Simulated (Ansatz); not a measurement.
Molecule: sum formula SiNHF3, net charge 0, doublet state. It need not be the lowest isomer of its formula. 
Geometry from a B3LYP-D3(BJ)/def2-TZVP (Ansatz, a program for electronic structure) optimisation:
```
Si
F 1 1.5732
F 1 1.5793 2 107.79
F 1 1.5793 2 107.79 3 -117.42
N 1 1.7263 2 109.34 3 121.29
H 5 1.0221 1 114.80 2 -180.00
```
Charge 0, spin multiplicity 2.

Quantity: atomisation energy (electronic, to ground-state atoms); the coupled-cluster value holds the core correlation from cc-pwCVTZ, in kcal/mol. Correlated levels leave the core frozen unless marked. Open shells are spin-unrestricted. Spin-orbit coupling is left out. Non-relativistic. CBS(X,Y): correlation extrapolated as X^-3; Hartree-Fock from the larger set (for Q and 5 zeta extrapolated as (X+1)exp(-9√X)).

Level to compare with: CCSD(T)/CBS(cc-pV(Q+d)Z,cc-pV(5+d)Z) plus the core term (Ansatz), 592.6 kcal/mol. It is a level with limits of its own, and the differences hold the functionals' basis error too.

Question: Rank these functionals by how close they come to CCSD(T)/CBS(cc-pV(Q+d)Z,cc-pV(5+d)Z), closest first: B3LYP/def2-TZVPD (Ansatz); r2SCAN0/def2-TZVPD (Ansatz); r2SCAN/def2-TZVPD (Ansatz); revPBE/def2-TZVPD (Ansatz).

Answer: r2SCAN/def2-TZVPD (meta-GGA, 587.1 kcal/mol, difference -5.5), B3LYP/def2-TZVPD (global hybrid, 578.0 kcal/mol, difference -14.6), r2SCAN0/def2-TZVPD (hybrid meta-GGA, 569.5 kcal/mol, difference -23.1), revPBE/def2-TZVPD (GGA, 566.9 kcal/mol, difference -25.7)
